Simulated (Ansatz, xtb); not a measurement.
## Relative energy of two isomers of CH3OTe−

We compare a, `OC[Te-]`, a singlet, with b, `CO[Te-]`, a singlet. Both are isolated ions in the gas phase, relaxed with PBE0-D3(BJ)/def2-SVPD; the shapes shown needn't be the lowest conformers.

a (Å):

```xyz
6

C    -2.3367    1.3413    0.4434
O    -1.5036    2.2715   -0.2324
Te   -3.4077    2.2442    2.1225
H    -1.6240    3.1064    0.2360
H    -1.7189    0.5130    0.8248
H    -3.0744    0.9342   -0.2660
```

b (Å):

```csv
atom,x (Å),y (Å),z (Å)
C,-1.9867,2.1449,0.5411
O,-1.9413,0.7773,0.3594
Te,-3.7976,-0.1749,0.4113
H,-0.9508,2.5399,0.4945
H,-2.4170,2.4392,1.5231
H,-2.5833,2.6676,-0.2379
```

Energies in hartree; the thermal terms are from PBE0-D3(BJ)/def2-SVPD harmonic frequencies (ideal gas, rigid rotor, one conformer each, 298.15 K, 1 atm) and include the zero-point energy:

```
                               a           b
E, CCSD(T)/def2-SVPD  −381.938393  −381.924797
    E, MP2/def2-SVPD  −381.896088  −381.880170
  E, MP2/def2-TZVPPD  −382.446003  −382.426467
   zero-point energy     0.040890     0.040197
        H(298 K) − E     0.046033     0.045322
        G(298 K) − E     0.012640     0.012049
```

Correct the CCSD(T) difference for the basis set by the MP2 change, then work out ΔE, ΔE₀, ΔH and ΔG for a → b in kcal/mol (1 Eh = 627.51 kcal/mol) and the equilibrium ratio [b]/[a].

1. Differences b − a: CCSD(T) +0.013596, MP2 in the small set +0.015918, MP2 in the large set +0.019536 Eh.
2. ΔE = +0.013596 + (+0.019536 − (+0.015918)) = +0.017214 Eh = +10.80 kcal/mol.
3. ΔE₀ = ΔE + ΔZPE = +0.017214 + (−0.000693) Eh = +10.37 kcal/mol.
4. ΔH = ΔE + (−0.000711) Eh = +10.36 kcal/mol.
5. ΔG = ΔE + (−0.000591) Eh = +10.43 kcal/mol, so ΔS = (ΔH − ΔG)/T = −1.1 J/(mol K).
6. kT = 0.9442 mEh, so K = [b]/[a] = exp(−ΔG/kT) = exp(−17.61) ≈ 2.3 × 10^−8.

Structure a is favoured at this temperature. An error of 1 kcal/mol in ΔG would change K by a factor of 5.4. GFN2-xTB gave ΔE the other sign. Mirror images and further conformers aren't counted.

As drawn, b has 1 O–Te, 1 C–H in place of 1 C–Te, 1 O–H.

Other levels gave ΔE = −14.4 (GFN2-xTB); +16.5 (HF/STO-3G, GFN2-xTB geometries); +13.2 (r2SCAN-D4/def2-SVPD, GFN2-xTB geometries); +11.4 (PBE0-D3(BJ)/def2-SVPD); +8.0 (HF/def2-SVPD); +10.0 (MP2/def2-SVPD); +8.5 (CCSD(T)/def2-SVPD) kcal/mol. The correlated steps freeze 6 core orbitals; the filled d shell of Te is correlated, in a basis made for valence electrons. Atoms past krypton carry core potentials in the def2 sets, without spin–orbit terms. Programs: Ansatz 0.2.0, xtb 6.7.1.
